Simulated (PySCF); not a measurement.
NMR data simulated for an unnamed compound:

$^{1}$H NMR (500 MHz, computed): δ 6.82 (m, 1H), 6.79 (m, 1H), 6.55 (m, 1H), 4.74 (d, 1H), 4.27 (d, 3H), 4.26 (m, 2H), 1.78 (m, 2H).

$^{13}$C{$^{1}$H} NMR (computed): δ 163.3 (CH), 159.0 (CH), 151.2 (CH), 122.2 (C), 107.0 (CH), 23.1 (CH2).

PySCF 2.14 calculation with coordinates at the PBE0-D3(BJ)/def2-SVP level and shieldings: GIAO PBE0/pcSseg-1; no solvent model, equivalent nuclei averaged, non-relativistic Hamiltonian, single conformer.

Referencing at the same level of theory: $^{1}$H (31.27 ppm) and $^{13}$C (184.41 ppm) against TMS.

Which of these does the molecule contain: a non-aromatic C=C double bond, an ester, a benzene ring, an aldehyde, a Si–H bond, a nitrile?

## Answers


- A non-aromatic C=C double bond: yes.
- An ester: no.
- A benzene ring: no.
- An aldehyde: no.
- A Si–H bond: yes (δH 4.26 (m)).
- A nitrile: yes (δC 122.2).

The data belong to SMILES N#C/C=C/C[SiH2]/C=C/[SiH3], C₆H₁₁NSi₂; they needn't prove each group on their own.

Carbon signals by region: 1 in the far downfield region (above 160 ppm), 4 in the sp2 and nitrile region (100–160 ppm), 1 below 50 ppm. Above 160 ppm: 163.3, alkene CH.

Shifts are as computed. Against solution values, carbons near 30 ppm lie about +2 ppm off and those near 130 ppm about +5 ppm. Of 1211 compounds with measured shifts, 218 miss one by over three times the rms of a fit or turn the order of signals round; such compounds aren't used in these exercises. Multiplicities follow the n + 1 count of equivalent neighbours, as no J values were calculated; m marks all less simple cases, F and P coupling included.
